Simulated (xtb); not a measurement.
silylphosphine (H₅PSi), singlet, from a rough starting geometry; GFN2-xTB in xtb 6.7.1.

The xtb input:
```
$ xtb mol.xyz --gfn 2 --opt vtight --json

# file mol.xyz
7

Si    -0.80526495     0.13086156    -0.02753494
P      1.33295850    -0.00950747    -0.59492835
H     -1.54551967    -0.83607169    -0.90722174
H     -1.25714087     1.48965399    -0.41686733
H     -1.05919896    -0.12592212     1.37989640
H      1.58006441    -1.19214801     0.03054853
H      1.82232402     0.64496901     0.41707437
```

What the program printed (banner, timings and long lists left out):

```
   ID    Z sym.   atoms
    1   14 Si     1
    2   15 P      2
    3    1 H      3-7

           -------------------------------------------------
          |                Calculation Setup                |
           -------------------------------------------------

           -------------------------------------------------
          |                 G F N 2 - x T B                 |
           -------------------------------------------------

          ...................................................
          :                      SETUP                      :
          :.................................................:
          :  # basis functions                  25          :
          :  # atomic orbitals                  23          :
          :  # shells                           11          :
          :  # electrons                        14          :
          :  max. iterations                   250          :
          :  Hamiltonian                  GFN2-xTB          :
          :  restarted?                      false          :
          :  GBSA solvation                  false          :
          :  PC potential                    false          :
          :  electronic temp.          300.0000000     K    :
          :  accuracy                    1.0000000          :
          :  -> integral cutoff          0.2500000E+02      :
          :  -> integral neglect         0.1000000E-07      :
          :  -> SCF convergence          0.1000000E-05 Eh   :
          :  -> wf. convergence          0.1000000E-03 e    :
          :  Broyden damping             0.4000000          :
          :  net charge                          0          :
          :  unpaired electrons                  0          :
          ...................................................

 iter      E             dE          RMSdq      gap      omega  full diag
   1     -6.7460426 -0.674604E+01  0.847E+00    4.94       0.0  T
   2     -6.8454607 -0.994181E-01  0.251E+00    4.65       1.0  T
   3     -6.8476499 -0.218916E-02  0.204E+00    4.84       1.0  T
   4     -6.8482787 -0.628780E-03  0.860E-01    4.81       1.0  T
   5     -6.8479815  0.297188E-03  0.795E-01    4.84       1.0  T
   6     -6.8483669 -0.385394E-03  0.150E-01    4.79       1.0  T
   7     -6.8483730 -0.609767E-05  0.490E-02    4.79       1.0  T
   8     -6.8483733 -0.373572E-06  0.149E-02    4.79       2.5  T
   9     -6.8483732  0.153348E-06  0.124E-02    4.79       3.0  T
[...]
         :: total energy              -6.783797642842 Eh    ::
 * total energy  :    -6.7837976 Eh     change       -0.1183054E-11 Eh
 * total energy  :    -6.7875407 Eh     change       -0.3743042E-02 Eh
 * total energy  :    -6.7879653 Eh     change       -0.4246132E-03 Eh
 * total energy  :    -6.7880708 Eh     change       -0.1055245E-03 Eh
 * total energy  :    -6.7881075 Eh     change       -0.3663249E-04 Eh
 * total energy  :    -6.7881108 Eh     change       -0.3323007E-05 Eh
 * total energy  :    -6.7881132 Eh     change       -0.2417915E-05 Eh
 * total energy  :    -6.7881132 Eh     change       -0.9452968E-08 Eh
   *** GEOMETRY OPTIMIZATION CONVERGED AFTER 8 ITERATIONS ***
         :: total energy              -6.788113204950 Eh    ::
[...]
             Fermi-level           -0.2975583 Eh           -8.0970 eV

     #   Z          covCN         q      C6AA      α(0)
     1  14 Si       3.684     0.452    98.448    19.008
     2  15 P        2.883    -0.282   173.528    23.671
     3   1 H        0.919    -0.080     4.897     3.461
     4   1 H        0.919    -0.079     4.895     3.460
     5   1 H        0.918    -0.069     4.585     3.349
     6   1 H        0.977     0.029     2.597     2.518
     7   1 H        0.977     0.029     2.598     2.519

 Mol. C6AA /au·bohr⁶  :       1074.677148
 Mol. C8AA /au·bohr⁸  :      46436.939854
 Mol. α(0) /au        :         57.986392

Wiberg/Mayer (AO) data.
largest (>0.10) Wiberg bond orders for each atom

 ---------------------------------------------------------------------------
     #   Z sym  total        # sym  WBO       # sym  WBO       # sym  WBO
 ---------------------------------------------------------------------------
     1  14 Si   3.660 --     2 P    0.975     3 H    0.885     4 H    0.885
                             5 H    0.884
     2  15 P    3.069 --     7 H    0.978     6 H    0.978     1 Si   0.975
     3   1 H    0.994 --     1 Si   0.885
     4   1 H    0.994 --     1 Si   0.885
     5   1 H    0.995 --     1 Si   0.884
     6   1 H    0.999 --     2 P    0.978
     7   1 H    0.999 --     2 P    0.978
 ---------------------------------------------------------------------------

Topologies differ in total number of bonds
Writing topology from bond orders to xtbtopo.mol

molecular dipole:
                 x           y           z       tot (Debye)
 q only:       -0.674       0.022       0.317
   full:       -0.396      -0.050       0.489       1.604
molecular quadrupole (traceless):
                xx          xy          yy          xz          yz          zz
 q only:       -0.694      -0.112       0.700       1.279      -0.013      -0.006
  q+dip:       -2.173      -0.035       1.835       2.595      -0.012       0.338
   full:       -1.622      -0.194       2.120       3.201       0.145      -0.497

optimized geometry written to: xtbopt.xyz

           -------------------------------------------------
          | TOTAL ENERGY               -6.788113204950 Eh   |
          | GRADIENT NORM               0.000129591711 Eh/α |
          | HOMO-LUMO GAP               4.763678742115 eV   |
           -------------------------------------------------

normal termination of xtb
```
